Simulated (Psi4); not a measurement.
Psi4 input (wB97X-D/6-31G*):

```
memory 1500 MB

molecule {
0 2
P    -0.00000000   -0.00000000   -0.51471900
O     0.00000000    0.00000000    0.96509800
symmetry c1
no_reorient
no_com
}

set {
  basis 6-31G*
  reference uks
  scf_type pk
  dft_radial_points 99
  dft_spherical_points 590
  e_convergence 1e-8
  d_convergence 1e-7
  maxiter 150
}

e = energy('wb97x-d')
print_out(f'\nFINAL {e:.10f} DIPOLE {variable("CURRENT DIPOLE")[0]:.6f} {variable("CURRENT DIPOLE")[1]:.6f} {variable("CURRENT DIPOLE")[2]:.6f}\n')
```

From the output:

```
  HONO-1 :   11  A 1.9992589
  HONO-0 :   12  A 1.0000000
  LUNO+0 :   13  A 0.0007411
  LUNO+1 :   14  A 0.0005969
  LUNO+2 :   15  A 0.0000459
  LUNO+3 :   16  A 0.0000450

Computation Completed

Properties will be evaluated at   0.000000,   0.000000,   0.000000 [a0]

Properties computed using the SCF density matrix

 Multipole Moments:

 ------------------------------------------------------------------------------------
     Multipole            Electronic (a.u.)      Nuclear  (a.u.)        Total (a.u.)
 ------------------------------------------------------------------------------------

 L = 1.  Multiply by 2.5417464519 to convert [e a0] to [Debye]
 Dipole X            :          0.0000000            0.0000000            0.0000000
 Dipole Y            :          0.0000000            0.0000000            0.0000000
 Dipole Z            :         -0.7969702           -0.0000019           -0.7969721
 Magnitude           :                                                    0.7969721

 ------------------------------------------------------------------------------------

FINAL -416.4789255656 DIPOLE 0.000000 0.000000 -0.796972

*** Psi4 exiting successfully. Buy a developer a beer!
```

The geometry given is a B3LYP-D3(BJ)/def2-TZVP minimum.
